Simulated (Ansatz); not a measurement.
Input file for Ansatz (a program for electronic structure): R-PBE0/def2-TZVPP on H5NO2Sn (SMILES [NH2][SnH]([OH])[OH]), a point of a torsion scan. Elements past Kr take the def2 small-core potentials; no spin–orbit coupling.

Ansatz 0.2 input:
```yaml
crystal:
  periodic: [false, false, false]
  atoms:
    - {symbol: N, position_ang: [1.62041919, -0.47442284, 0.12076491]}
    - {symbol: Sn, position_ang: [-0.32300515, -0.09428465, 0.39811671]}
    - {symbol: O, position_ang: [-1.31720970, -0.30919501, -1.24498913]}
    - {symbol: O, position_ang: [-0.51177339, 1.80845021, 0.72305210]}
    - {symbol: H, position_ang: [2.01876446, 0.15535799, -0.56858233]}
    - {symbol: H, position_ang: [1.79268527, -1.41189501, -0.22055291]}
    - {symbol: H, position_ang: [-0.95770075, -1.01483377, 1.62974789]}
    - {symbol: H, position_ang: [-1.91731695, 0.41393801, -1.42494909]}
    - {symbol: H, position_ang: [0.08311628, 2.18081030, 1.37109472]}
basis:
  gaussian:
    orbitals: def2-TZVPP
hamiltonian:
  xc: {name: PBE0}
scf: {lower_state_search: off}
```

Task: Predict the final total energy.

Result: -422.4211 hartree.
